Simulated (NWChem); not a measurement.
# H2SeS; SMILES S[SeH]

```xyz
4

Se     0.0373     0.7315     0.0364
H     -1.3872     0.9260    -0.3050
S      0.0096    -1.4753     0.0674
H      0.3319    -1.6776    -1.2321
```
Atoms are numbered in this order, from 1.

Program: NWChem. Coordinates come from a PBE0/def2-SVP optimisation. GIAO values for the isolated, static molecule; σ is the absolute isotropic shielding, δ = σ(reference) − σ with the isolated reference molecule computed at the same levels (1H: tetramethylsilane). Spin-orbit effects, on the heavy nuclei and on their neighbours, are missing.

Task: Estimate the computed values for PBE0/x2c-SVPall-s, scalar ZORA without spin-orbit coupling. Quantities: σ Se1 (ppm); δ H2 (ppm); σ S3 (ppm); δ H4 (ppm).

Result: 
| Quantity | Result |
|---|---|
| σ Se1 (ppm) | 1650.2 |
| δ H2 (ppm) | 3.39 |
| σ S3 (ppm) | 640.5 |
| δ H4 (ppm) | 2.29 |
